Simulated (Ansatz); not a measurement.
`C[C]([GeH3])=[Se]`, charge 0, multiplicity 1.

Give a relaxed structure at PBE0-D4/def2-TZVP (Ansatz). (Estimate.)

Ansatz gave: 
```xyz
10

C     0.2787   -0.6795    1.2683
C     0.6275   -0.3420   -0.1372
Ge   -0.6192    0.8310   -1.1057
Se    2.0761   -0.9430   -0.9373
H     1.0185   -1.3332    1.7310
H    -0.7059   -1.1620    1.3050
H     0.1834    0.2382    1.8617
H    -0.1071    1.0759   -2.5252
H    -0.7467    2.1565   -0.3300
H    -2.0053    0.1580   -1.1305
```
Point group Cs.
This is one stationary point; other conformers may exist.
